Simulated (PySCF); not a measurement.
This PySCF input asks for the NMR shieldings of `FB(F)F`, BF₃; the geometry comes from PBE0-D3(BJ)/def2-SVP.

```python
import basis_set_exchange as bse
import numpy as np
from pyscf import gto, dft
from pyscf.prop import nmr

atoms = """
F     1.177602   -0.639166    0.071310
B     0.026159   -0.020173   -0.019137
F    -1.085028   -0.711182   -0.092902
F    -0.014974    1.289622   -0.035442
"""
names = dict.fromkeys(["F", "B"], "pcSseg-1")
basis = {el: gto.basis.parse(bse.get_basis(n, elements=[el], fmt="nwchem")) for el, n in names.items()}
mol = gto.M(atom=atoms, basis=basis, charge=0, verbose=0)
mf = dft.RKS(mol, xc="PBE0")
mf.grids.level = 2
mf.grids.alignment = dft.numint.BLKSIZE   # the property module wants whole blocks of grid points
mf.conv_tol = 1e-9
mf.kernel()

calc = nmr.RKS(mf)   # GIAO
C = mf.mo_coeff
Co = C[:, mf.mo_occ > 0]
resp = mf.gen_response(singlet=True, hermi=2)
def vind(x):   # induced exchange potential for any number of trial vectors
    d = np.einsum("pi,xij,qj->xpq", C, 2 * x.reshape(-1, C.shape[1], Co.shape[1]), Co, optimize=True)
    return np.einsum("xpq,pi,qj->xij", resp(d - d.transpose(0, 2, 1)), C, Co, optimize=True).ravel()
mo1, _ = nmr.rhf.solve_mo1(calc, with_cphf=vind)
sigma = calc.kernel(mo1)
for i, s in enumerate(sigma):   # ppm
    print("%2d %-2s %9.2f" % (i, mol.atom_pure_symbol(i), np.trace(s) / 3))
```

Task: What are the results?

Result: 
```
 0 F     300.58
 1 B      89.07
 2 F     300.51
 3 F     300.57
```

These numbers come from an equivalent density-fitted implementation of the same equations, which agrees with the script to about 0.01 ppm for H and up to a few tenths of a ppm for heavy atoms, so last digits may differ.

Task: Turn these shieldings into chemical shifts. Chemical shifts δ = σref − σ; CFCl3 for ¹⁹F (σ = 177.25 ppm); ¹¹B (σ = 100.73 ppm) vs BF3·OEt2, all at this level.

Result: Averaging equivalent atoms: F 0/2/3: -123.3; B 1: 11.7 ppm. Unscaled 19F shifts against computed CFCl3 carry errors that often reach 10 to 50 ppm.

Size and cost of the density-fitted run: 68 basis functions, 1.9 s wall time on 1 thread of an Arm Neoverse V2, shared host; peak memory 0.3 GiB.
